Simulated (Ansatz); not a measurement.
SiO₄H₄⁺. Total charge 1; doublet. Geometry r2SCAN-D4/def2-SVP, that of the neutral singlet; atoms count from 1.

```xyz
9

Si   -0.013   -0.548   -0.377
O     0.072   -2.131    0.225
O     0.685    1.400   -0.179
O    -1.438    0.143    0.157
O     1.181   -1.080    0.659
H     0.168   -0.478   -1.832
H    -2.000   -0.502    0.607
H     1.416    1.391    0.460
H    -0.071    1.805    0.282
```

The structure comes from a short search, and lower isomers may exist.

Question: Estimate the Mulliken populations from the PBE0/def2-TZVP orbitals of Ansatz.

Answer: 
```json
{"atom": "Si1", "charge (e)": "0.60", "spin (α − β)": "-0.03"}
{"atom": "O2", "charge (e)": "0.09", "spin (α − β)": "0.64"}
{"atom": "O3", "charge (e)": "-0.46", "spin (α − β)": "0.00"}
{"atom": "O4", "charge (e)": "-0.47", "spin (α − β)": "0.01"}
{"atom": "O5", "charge (e)": "0.01", "spin (α − β)": "0.38"}
{"atom": "H6", "charge (e)": "0.09", "spin (α − β)": "0.00"}
{"atom": "H7", "charge (e)": "0.36", "spin (α − β)": "0.00"}
{"atom": "H8", "charge (e)": "0.38", "spin (α − β)": "0.00"}
{"atom": "H9", "charge (e)": "0.40", "spin (α − β)": "0.00"}
```
Mulliken values depend strongly on the basis.

Question: Where does the spin sit?

Answer: Summed by element: Si -0.03, O 1.03, H 0.00, of 1 unpaired in all. Largest on single atoms: O2 0.64, O5 0.38, Si1 -0.03.

Question: And the Mayer bond orders between heavy atoms (over 0.3)?

Answer: Si1–O2 0.82 (1.70 Å); Si1–O3 0.54 (2.08 Å); Si1–O4 1.28 (1.67 Å); Si1–O5 0.90 (1.67 Å); O2–O5 1.24 (1.59 Å).
